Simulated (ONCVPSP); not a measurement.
arsenic: what ONCVPSP 4.0.1 does with a changed input

Command:

```bash
oncvpsp.x < As.dat > As.out
```

Input:

```
# ATOM AND REFERENCE CONFIGURATION
# atsym  z   nc   nv     iexc    psfile
  As 33.00    3    5  -116133      upf
#
#   n    l    f
    1    0    2.00
    2    0    2.00
    2    1    6.00
    3    0    2.00
    3    1    6.00
    3    2   10.00
    4    0    2.00
    4    1    1.50
#
# PSEUDOPOTENTIAL AND OPTIMIZATION
# lmax
    2
#
#   l,   rc,      ep,       ncon, nbas, qcut
    0    1.05    0.00    4    8   25.00
    1    1.10    0.00    4    8   14.60
    2    0.65    0.00    3    8   22.10
#
# LOCAL POTENTIAL
# lloc, lpopt,  rc(5),   dvloc0
    2    5    0.65    0.00
#
# VANDERBILT-KLEINMAN-BYLANDER PROJECTORs
# l, nproj, debl
    0    2    1.50
    1    2    4.00
    2    0    2.90
#
# MODEL CORE CHARGE
# icmod, fcfact, rcfact
    0    0.00    0.00
#
# LOG DERIVATIVE ANALYSIS
# epsh1, epsh2, depsh
   -9.00    5.00    0.04
#
# OUTPUT GRID
# rlmax, drl
    6.00    0.01
#
# TEST CONFIGURATIONS
# ncnf
    4
# nvcnf
#   n    l    f
    5
    3    0    2.00
    3    1    6.00
    3    2   10.00
    4    0    2.00
    4    1    3.00
#
    5
    3    0    2.00
    3    1    6.00
    3    2   10.00
    4    0    2.00
    4    1    2.00
#
    5
    3    0    2.00
    3    1    6.00
    3    2   10.00
    4    0    2.00
    4    1    1.00
#
    5
    3    0    2.00
    3    1    6.00
    3    2   10.00
    4    0    0.00
    4    1    5.00
#
```

Output (end):

```
         0.00010     0.00272       77.55
         0.00001     0.00027       87.31

Calculating optimized projector #   2

 for l=   1

    Fraction of norm inside rc  0.054156
    Optimizing pswf for qcut=  14.62 a_B^-1,  ecut= 106.80 Ha
    Residual kinetic energy error=  2.79D-09 Ha

    Energy error per electron        Cutoff
         Ha          eV             Ha
         0.01000     0.27211       39.44
         0.00100     0.02721       54.54
         0.00010     0.00272       67.89
         0.00001     0.00027       79.46

Calculating optimized projector #   1

 for l=   2

    Fraction of norm inside rc  0.559517
    Optimizing pswf for qcut=  22.11 a_B^-1,  ecut= 244.50 Ha
    Residual kinetic energy error=  9.27D-06 Ha

    Energy error per electron        Cutoff
         Ha          eV             Ha
         0.01000     0.27211      168.11
         0.00100     0.02721      198.16
         0.00010     0.00272      220.24
         0.00001     0.00027      244.73

Construct Vanderbilt / Kleinmman-Bylander projectors

B matrix Hermiticity error, ll=   0
   1   2    1.4030E-03

  Orthonormal projector coefficients  4.1206E+01 -8.6623E+00

B matrix Hermiticity error, ll=   1
   1   2    7.7508E-04

  Orthonormal projector coefficients  4.1876E+01  1.4082E+01
oncvpsp: lschvkbb ERROR   2   0 100
```

Problem. This input was made by a single change from one that runs to its end. What was changed?

Solution. The change: qcut of l = 0 set to 25.00. The program stops during the generation: "oncvpsp: lschvkbb ERROR 2 0 100".
